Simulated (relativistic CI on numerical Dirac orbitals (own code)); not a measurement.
# Hf58+: sensitivity of the levels to the model

Base calculation: Dirac-Coulomb-Breit CI, separate exchange-only KLI orbitals for each configuration, model QED (radiative potential, 1s self-energy scaled to tabulated hydrogen-like ionisation energies), unscaled Slater integrals.

Configuration list (outside the closed core [Ne]): 3s2.3p2, 3s2.3p.3d, 3s.3p3, 3s2.3d2, 3p4, 3s.3p2.3d, 3p2.3d2, 3s.3p.3d2, 3p3.3d, 3s2.3d.4s, 3s2.3d.4p, 3s.3p.3d.4s, 3p3.4s, 3s2.3p.4s, 3s.3p.3d.4p, 3p3.4p. Levels of other configurations are missing.

The lowest level and the first level of each name with at least 55 % of one term (blank where a level has no safe partner in the second run):

```csv
Level,Base (eV),Shift (eV)
3s2.3p2 3P_0,0.000,0.000
3s2.3p2 3P_1,304.062,+0.363
3s2.3p2 1D_2,313.328,+0.704
3s2.3p.3d 3F°_2,517.293,-1.623
3s2.3p2 3P_2,624.284,+2.605
3s2.3p2 1S_0,644.276,+4.011
3s.3p3 3D°_3,779.641,-1.293
3s.3p3 3P°_0,790.992,-0.146
3s.3p3 1D°_2,805.734,+0.602
3s2.3p.3d 3P°_0,863.689,+0.685
3s2.3p.3d 3F°_4,905.483,-0.238
3s2.3p.3d 3D°_3,938.250,+1.487
3s2.3p.3d 1P°_1,947.862,+0.838
3s.3p2.3d 5D_0,965.032,
```

At this charge energies of transitions that change n are usually good to better than 1 %, and those within a shell (Δn = 0) to a few per cent.

(1) One thing was changed in a second run, which moved the levels as shown. Which?
A. valence Slater integrals scaled by 0.9
B. one mean potential for all configurations
C. Breit term removed
D. QED terms removed
E. only the first 3 configurations

Answers

(1) E. Only the first 3 configurations. With fewer configurations the levels that remain lose their mixing partners.

LS names give the leading component of a level, which can be under half, so a name can repeat, a term be missing and a line seem to break the LS rules.
